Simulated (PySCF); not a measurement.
Species: C6H8FOSi (doublet state).
Z-matrix (Å and degrees, GFN2-xTB geometry), rows numbered from 1:
```
C 
C   1  1.5173
O   2  1.4097  1  112.36
Si  3  1.6061  2  131.34  1   -46.71
C   4  1.8287  3  135.43  2    93.97
C   5  1.3735  4  107.17  3  -178.60
C   6  1.4234  5  117.61  4     3.85
C   7  1.3661  6  114.86  5    -0.28
F   8  1.3587  4  128.76  3    -5.09
H   1  1.0886  2  110.03  3    62.44
H   1  1.0873  2  110.15  3   -57.21
H   1  1.0865  2  109.95  3  -177.48
H   2  1.0954  1  110.44  3  -121.62
H   2  1.0943  1  110.72  3   117.84
H   5  1.0746  4  130.12  3     6.97
H   6  1.0778  5  122.42  4  -177.35
H   7  1.0764  6  121.95  5   178.69
```

The hyperfine couplings belong to this conformer and change with its torsions.

Identity: `CCO[Si]1C=CC=C1F` [radical].

The calculation used UKS B3LYP, pcH-1 on C F H O Si, non-relativistic, mean-field spin-orbit, GIAO (PySCF 2.14.0). One conformer (not necessarily the lowest) at the GFN2-xTB geometry, without solvent, vibrations or thermal averaging. The geometry wasn't refined by DFT: couplings that depend on bond lengths, twists or pyramidal angles can differ widely from those at the functional's own minimum, by a factor of two or more for some ions and for spin on atoms past the first row. Stability of the SCF solution: not tested.

Task: Break the g tensor into its mass correction, gauge correction and orbital-Zeeman/spin–orbit terms.

Result: 
```
                    Δg (ppm)     1     2     3
relativistic mass correction  -150  -150  -150
            gauge correction     7    37    23
   orbital Zeeman/spin–orbit   -61   633  1221
                       total  -204   519  1094
```

So g = 2.00212, 2.00284, 2.00341 and g_iso = 2.00279; the tensor is rhombic: the two nearest values differ by 44 % of g3 − g1. Axes: g2 points within 11° of the C6–H16 bond and g3 points within 13° of the Si4–C8 bond.

Task: What are the electron Larmor frequencies g μB B/h along the three axes at 330 mT?

Result: 9.2473, 9.2506, 9.2533 GHz for g1, g2 and g3, a range of 6.0 MHz.

Task: At 9.474 GHz, how far is the centre of the isotropic spectrum from where a free electron (g = 2.002319) resonates?

Result: B = hν/(g μB) with μB/h = 13.99624 MHz/mT gives 338.06 mT for the free electron and 337.98 mT at g_iso, 0.08 mT lower.

Task: In a frozen sample, at which fields do the three g values resonate at 9.5, 34, 94 and 263 GHz (hyperfine left aside), and which band first spreads them over more than twice a line width of 1.0 mT?

Result: 
| band | GHz | B(g3) mT | B(g2) mT | B(g1) mT | spread mT |
| --- | --- | --- | --- | --- | --- |
| X | 9.5 | 338.80 | 338.90 | 339.02 | 0.22 |
| Q | 34.0 | 1212.54 | 1212.89 | 1213.33 | 0.79 |
| W | 94.0 | 3352.32 | 3353.28 | 3354.50 | 2.17 |
| J | 263.0 | 9379.37 | 9382.06 | 9385.45 | 6.08 |

The spread grows in proportion to the frequency. W band is the first where it exceeds 2.0 mT.

The largest Mulliken spin populations are on Si4 (+0.63), C6 (+0.25), C7 (+0.09) and C8 (+0.08). The positive populations add up to 1.09 and the negative ones to -0.09, together 2S = 1. The angles at Si4 add up to 359.7°, so it is planar.

The HOMO–LUMO gaps are 4.22 eV among the α and 2.97 eV among the β orbitals.
